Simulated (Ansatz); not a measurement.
Frontier orbitals of CH3FO2SW, SMILES `C[O][W](=[O])([F])=[S]`.

```xyz
9

C    -0.3967   -0.6623   -1.3983
O     0.4692   -0.1600   -0.4047
W     0.5194    0.6220    1.2563
O     1.0891    2.2114    1.0874
F     1.6218   -0.3275    2.4108
S    -1.4711    0.6940    2.0144
H    -1.3906   -0.8337   -0.9790
H     0.0157   -1.6016   -1.7706
H    -0.4569    0.0577   -2.2164
```

Charge 0, multiplicity 1. Correlated methods include outer-core shells of W, which these sets cover unevenly. W takes the def2 core potential. The structure was optimised at the PBE0-D4/def2-TZVP level. It is one conformer, not always the lowest. Basis def2-TZVPP, Ansatz 0.2.0.

A caution on the coupled-cluster cation, which keeps the state that its UHF reference found: spin contamination of the cation.

```tsv
functional	HOMO (eV)	LUMO (eV)	gap (eV)
PBE	-6.55	-3.08	3.47
PBE0	-7.81	-2.38	5.43
B3LYP	-7.56	-2.56	5.00
r2SCAN0	-8.01	-2.36	5.65
HSE06 (plane-wave form)	-7.41	-2.76	4.65
LC-ωPBE	-10.38	-0.24	10.14
ωB97M-V	-9.91	-0.31	9.60
```

Question: What is the vertical ionisation energy at frozen-core CCSD(T)/def2-TZVPP? (Estimate.)

Answer: Ansatz gave: 9.85 eV (T1 of the cation 0.039).

From PBE to PBE0 the HOMO moves by −1.26 eV and the LUMO by +0.70 eV, and with ωB97M-V by −3.36 and +2.77 eV, so the gap grows from 3.47 to 9.60 eV with exact exchange. −ε(HOMO) differs from that ionisation energy by −3.30 eV with PBE and +0.06 eV with ωB97M-V.

B3LYP here is the variant with VWN-RPA as its local correlation; programs differ in this. LC-ωPBE has ω = 0.4 bohr⁻¹.
